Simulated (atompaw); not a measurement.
**What one change does to a pseudopotential (Sb (Z = 51), PAW (atompaw))**

* Element: Sb (Z = 51)
* Generator: atompaw 4.2.0.5
* Type: PAW
* Functional: PBEsol
* Relativity: scalar-relativistic
* Frozen core: [Kr] 4d10
* Valence charge: 5
* Reference configuration: 5s2 5p3
* Partial waves: 5s (bound): rc 2.20 bohr; 5s channel at 0.45 Ry: rc 2.20 bohr; 5p (bound): rc 2.20 bohr; 5p channel at 1.55 Ry: rc 2.20 bohr; 5d channel at 0.1 Ry: rc 2.10 bohr
* Local potential: troulliermartins scheme with l = 3 at -0.5 Ry, radius 2.05 bohr
* Core correction: smooth core density matched at 1.15 bohr
* Augmentation charge: sinc compensation charge, radius 2.10 bohr; PAW radius 2.20 bohr; waves and projectors: custom rrkj gramschmidtortho

Change: functional PBE; added wave 5d channel at 1.2 Ry: rc 2.20 bohr.

Cutoffs: the cutoffs (Ry, on a coarse ladder) from which the occupation-weighted sum of valence levels, in a spherical-Bessel basis at the reference potential, stays within 10 and 1 mRy of its value at 400 Ry; they do not see the model core or the augmentation charge, which bear on the density cutoff.

**Question.** What does the change do?

**Answer.** Both files are so soft that the ladder of cutoffs tells neither apart; the bound ghosts move from s to d, s; the range in which the d phases agree widens (upper end 0.5 → at the end of the scan).

| quantity | base | changed |
| --- | --- | --- |
| cutoff, loose | 6 Ry | 6 Ry |
| cutoff, tight | 8 Ry | 8 Ry |
| bound ghosts | s | s, d |
| s: phases at 2.21 bohr within 0.05 rad from the reference energy up to (Ry; the scan ends near 5) | to the end of the scan | to the end of the scan |
| p: phases at 2.21 bohr within 0.05 rad from the reference energy up to (Ry; the scan ends near 5) | 2.9 | 2.9 |
| d: phases at 2.21 bohr within 0.05 rad from the reference energy up to (Ry; the scan ends near 5) | 0.5 | to the end of the scan |
| lowest overlap eigenvalue by channel | s 0.28, p 0.46, d 1.00 | s 0.28, p 0.46, d 0.57 |

 A true bound ghost makes a file unfit for plane-wave use even where its test errors are small: the radial tests pick states by their node count and pass the ghost by. The cutoffs see the waves, projectors and local potential, not the compensation charge or the core.
